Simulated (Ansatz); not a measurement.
`F[SiH2]I` + `C[SiH2]F` → `F[SiH2]C[SiH2]F` + HI at 600 K and 1 bar (formal exchange of groups at the Si–I bond).

Calculated with Ansatz (gas phase, PBE0-D4/def2-TZVP geometries, no zero-point term in ΔE). CBS: MP2 limit from def2 TZ/QZ plus the TZ coupled-cluster correction, frozen cores. def2 core potentials past Kr. For I outer-core shells are correlated without core-valence functions, which leaves a few kJ/mol of doubt a bond. Each species was taken in one conformer, which may not be the lowest.

| species | CCSD(T)/CBS energy (Eh) | H − E (kJ/mol) | S (J/(mol·K)) |
| --- | --- | --- | --- |
| `F[SiH2]I` | -687.61044 | 90.2 | 351.4 |
| `C[SiH2]F` | -430.00374 | 191.4 | 351.0 |
| `F[SiH2]C[SiH2]F` | -819.54869 | 243.6 | 464.4 |
| HI | -298.03592 | 31.6 | 227.0 |

H − E and S are ideal-gas, rigid-rotor, harmonic terms from PBE0-D4/def2-TZVP, for one conformer and one mirror image of each species. 1 Eh = 2625.50 kJ/mol, R = 8.31446 J/(mol·K).

Q: By hand: ΔE, ΔH, ΔS and ΔG.

A: ΔE = (-819.54869) + (-298.03592) − (-687.61044) − (-430.00374) = 0.02957 Eh = 77.6 kJ/mol. Δ(H − E) = 243.6 + 31.6 − 90.2 − 191.4 = -6.4, so ΔH = 71.2 kJ/mol. ΔS = 464.4 + 227.0 − 351.4 − 351.0 = -11.0 J/(mol·K). ΔG = 71.2 − 600 × (-11.0)/1000 = 77.8 kJ/mol.

Q: By hand: the equilibrium constant, and the temperature at which ΔG would vanish if ΔH and ΔS stayed fixed.

A: log₁₀ K = −ΔG/(RT ln 10) = -6.8. ΔH and −TΔS have one sign here, so there is no such temperature.

The number of gas molecules stays the same, so ΔS is small and ΔH decides. A doubt of 5 kJ/mol in ΔE shifts log₁₀ K by 0.4 here. Other conformers and mirror images would add mixing entropy, several J/(mol·K) or more a flexible species. Modes under 60 cm⁻¹, often nearly free rotors, make the harmonic entropy too high. These are equilibria of isolated gas molecules and say nothing of rates. Largest T1 diagnostic: 0.011 (customary marks: 0.02 for closed shells, 0.045 for open ones).

ΔS is within the doubt of such terms, so its sign, and with it that verdict, could turn.
